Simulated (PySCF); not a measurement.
A PySCF script (with the pyscf-properties extension) for the NMR shieldings of `BPBC(=C)CC`, C₄H₁₁B₂P, on a GFN2-xTB geometry:

```python
import basis_set_exchange as bse
import numpy as np
from pyscf import gto, dft
from pyscf.prop import nmr

atoms = """
B     3.597123    0.469575   -0.664923
P     1.853147    0.517301   -0.245500
B     0.653096   -0.799701   -0.573340
C    -0.743138   -0.916854    0.101337
C    -1.493272   -2.008120   -0.080028
C    -1.276011    0.197751    0.968979
C    -1.711794    1.387398    0.114513
H     4.344957    1.234884   -0.193954
H     3.959576   -0.322625   -1.446804
H     1.527367    1.399235    0.758865
H     0.988172   -1.605674   -1.359395
H    -2.456971   -2.133721    0.392026
H    -1.165372   -2.823951   -0.702477
H    -2.127706   -0.153694    1.556466
H    -0.497459    0.521202    1.665376
H    -2.043949    2.210983    0.743282
H    -2.530914    1.099345   -0.541027
H    -0.885609    1.732985   -0.505054
"""
names = dict.fromkeys(["B", "P", "C", "H"], "pcSseg-1")
basis = {el: gto.basis.parse(bse.get_basis(n, elements=[el], fmt="nwchem")) for el, n in names.items()}
mol = gto.M(atom=atoms, basis=basis, charge=0, verbose=0)
mf = dft.RKS(mol, xc="PBE0")
mf.grids.level = 2
mf.grids.alignment = dft.numint.BLKSIZE   # the property module wants whole blocks of grid points
mf.conv_tol = 1e-9
mf.kernel()

calc = nmr.RKS(mf)   # GIAO
C = mf.mo_coeff
Co = C[:, mf.mo_occ > 0]
resp = mf.gen_response(singlet=True, hermi=2)
def vind(x):   # induced exchange potential for any number of trial vectors
    d = np.einsum("pi,xij,qj->xpq", C, 2 * x.reshape(-1, C.shape[1], Co.shape[1]), Co, optimize=True)
    return np.einsum("xpq,pi,qj->xij", resp(d - d.transpose(0, 2, 1)), C, Co, optimize=True).ravel()
mo1, _ = nmr.rhf.solve_mo1(calc, with_cphf=vind)
sigma = calc.kernel(mo1)
for i, s in enumerate(sigma):   # ppm
    w = np.linalg.eigvalsh((s + s.T) / 2)
    print("%2d %-2s iso %8.1f  s11 %8.1f  s22 %8.1f  s33 %8.1f" % (i, mol.atom_pure_symbol(i), w.mean(), *w))
```

Task: What are the results?

Result: 
```
 0 B  iso     34.5  s11    -46.7  s22      5.1  s33    145.0
 1 P  iso    331.2  s11    124.7  s22    422.3  s33    446.7
 2 B  iso     39.7  s11    -18.6  s22     16.6  s33    121.3
 3 C  iso     21.8  s11    -94.1  s22    -18.0  s33    177.4
 4 C  iso     36.9  s11    -67.4  s22     40.7  s33    137.3
 5 C  iso    150.6  s11    138.3  s22    145.2  s33    168.3
 6 C  iso    167.0  s11    155.6  s22    161.2  s33    184.1
 7 H  iso     24.1  s11     17.3  s22     27.0  s33     27.9
 8 H  iso     24.2  s11     17.3  s22     27.0  s33     28.2
 9 H  iso     26.2  s11     21.8  s22     26.8  s33     30.0
10 H  iso     24.6  s11     20.6  s22     25.4  s33     27.9
11 H  iso     25.1  s11     21.4  s22     24.7  s33     29.3
12 H  iso     25.5  s11     22.7  s22     24.4  s33     29.3
13 H  iso     29.5  s11     25.7  s22     28.2  s33     34.4
14 H  iso     29.1  s11     25.9  s22     28.6  s33     32.8
15 H  iso     30.4  s11     26.8  s22     27.0  s33     37.5
16 H  iso     30.8  s11     26.9  s22     29.0  s33     36.5
17 H  iso     30.4  s11     25.4  s22     30.9  s33     34.9
```

These numbers come from an equivalent density-fitted implementation of the same equations, which agrees with the script to about 0.01 ppm for H and up to a few tenths of a ppm for heavy atoms, so last digits may differ.

Size and cost of the density-fitted run: 181 basis functions, 50 s wall time on 1 thread of an Arm Neoverse V1, shared host; peak memory 0.82 GiB.
